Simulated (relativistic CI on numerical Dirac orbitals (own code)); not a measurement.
Method of calculation: Dirac-Coulomb-Breit CI, KLI orbitals optimised for each configuration, model QED (radiative potential, 1s self-energy scaled to tabulated hydrogen-like ionisation energies), unscaled Slater integrals (own radial code, finite nucleus).

Configurations in the expansion (outside the closed core [Ne]): 3s2 3p6 3d8, 3s2 3p5 3d9, 3s2 3p4 3d10, 3s 3p6 3d9, 3p6 3d10, 3s 3p5 3d10, 3s2 3p6 3d7 4s, 3s2 3p6 3d7 4p, 3s2 3p4 3d9 4s, 3s2 3p6 3d7 4d, 3s2 3p4 3d9 4p, 3s2 3p5 3d8 4s, 3s2 3p6 3d7 4f, 3s2 3p4 3d9 4d, 3s 3p5 3d9 4s, 3s2 3p5 3d8 4p, 3s 3p5 3d9 4p, 3s2 3p6 3d6 4s2, 3s2 3p5 3d8 4d, 3s 3p5 3d9 4d, 3s 3p6 3d8 4s, 3s2 3p6 3d6 4s 4p, 3p6 3d9 4s, 3s2 3p5 3d8 4f, 3s2 3p6 3d7 5s, 3s2 3p6 3d6 4p2, 3s2 3p6 3d6 4s 4d, 3s 3p6 3d8 4p, 3p6 3d9 4p, 3s2 3p6 3d7 5p, 3s2 3p5 3d7 4s2, 3s2 3p6 3d6 4p 4d, 3s2 3p6 3d7 5d, 3p6 3d9 4d, 3s2 3p6 3d7 5f, 3s 3p6 3d8 4d. Levels of other configurations are missing.

At this charge energies of transitions that change n are usually good to better than 1 %, and those within a shell (Δn = 0) to a few per cent.

Outline of the computed level scheme of Tl LVI. Lowest level of each configuration: 3s2 3p6 3d8 3F_4 at 0.00 eV; 3s2 3p5 3d9 3F°_4 at 513.10 eV; 3s2 3p4 3d10 3P_2 at 1060.80 eV; 3s 3p6 3d9 3D_3 at 1290.37 eV; 3s 3p5 3d10 3P°_2 at 1806.62 eV; 3s2 3p6 3d7 4s 5F_5 at 2089.81 eV; 3s2 3p6 3d7 4p 3F°_4 at 2200.81 eV.

Some strong electric-dipole decays among the lowest 45 levels: 3s2 3p4 3d10 1D_2 → 3s2 3p5 3d9 3F°_3 (9.7e+12 s⁻¹); 3s2 3p5 3d9 3D°_1 → 3s2 3p6 3d8 3F_2 (9.4e+12 s⁻¹); 3s2 3p5 3d9 1F°_3 → 3s2 3p6 3d8 1G_4 (8.2e+12 s⁻¹); 3s 3p5 3d10 1P°_1 → 3s2 3p4 3d10 3P_2 (7.4e+12 s⁻¹); 3s 3p6 3d9 3D_3 → 3s2 3p5 3d9 3F°_4 (6.1e+12 s⁻¹); 3s2 3p5 3d9 3F°_2 → 3s2 3p6 3d8 3F_2 (5.1e+12 s⁻¹); 3s 3p6 3d9 3D_2 → 3s2 3p5 3d9 3F°_3 (4.7e+12 s⁻¹); 3s 3p5 3d10 3P°_2 → 3s2 3p4 3d10 3P_2 (4.6e+12 s⁻¹).

LS names give the leading component of a level, which can be under half, so a name can repeat, a term be missing and a line seem to break the LS rules.
